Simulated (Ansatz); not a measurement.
Ansatz (an electronic-structure program) input (CCSD(T)/cc-pCVDZ): A basis named .json is the Basis Set Exchange file of that set (core-valence sets with the plain set on hydrogen).

Ansatz 0.2 input:
```yaml
crystal:
  periodic: [false, false, false]
  atoms:
    - {symbol: N, position_ang: [0.00000000, 0.00000000, 0.00000000]}
basis:
  gaussian:
    orbitals: cc-pCVDZ.json
magnetization: {spin_polarized: true, initial_magnetization: 3}
correlation: {method: ccsd_t, frozen_orbitals: {N: 0}}
scf: {lower_state_search: full}
```

Output:

```
Functional definition: HF
integrals: 0.00 GiB planned
99 factors; integrals over basis functions are off by at most 2.5e-4 eV
mean field: 0.04 GiB planned
mean field evaluation 1: about -1479.9693 eV, gradient 5.3e0 eV
mean field evaluation 2: about -1479.9697 eV, gradient 5.3e0 eV
mean field evaluation 4: about -1480.0618 eV, gradient 1.5e-1 eV
mean field evaluation 8: about -1480.0618 eV, gradient 2.8e-6 eV
mean field evaluation 16: about -1479.4325 eV, gradient 9.1e0 eV
mean field evaluation 32: about -1468.8833 eV, gradient 3.8e-1 eV
mean field -1480.06182504 eV, -54.3912688481 hartree, gradient 2.7e-6 eV, S^2 3.754310; 3 other end points of the search recorded, 0 dependent functions left out
reference -1480.06182504 eV, -54.3912688481 hartree; 5, 2 occupied and 13, 16 virtual orbitals, 99 factors
second order -2.93530138 eV of doubles, -0.00000000 eV of singles
coupled cluster: 0.04 GiB planned
cycle   1  -3.32148660 eV  change   -3.9e-1 eV  update   2.8e-2
cycle   2  -3.41136798 eV  change   -9.0e-2 eV  update   8.0e-3
cycle   3  -3.41387574 eV  change   -2.5e-3 eV  update   1.8e-3
cycle   4  -3.41428835 eV  change   -4.1e-4 eV  update   3.1e-4
cycle   5  -3.41414115 eV  change    1.5e-4 eV  update   5.7e-5
cycle   6  -3.41419613 eV  change   -5.5e-5 eV  update   8.3e-6
cycle   7  -3.41418954 eV  change    6.6e-6 eV  update   7.8e-7
perturbative correction -0.01996029 eV, -0.0007335271 hartree
Total energy: -1483.49597486 eV, -54.5174715266 hartree
```
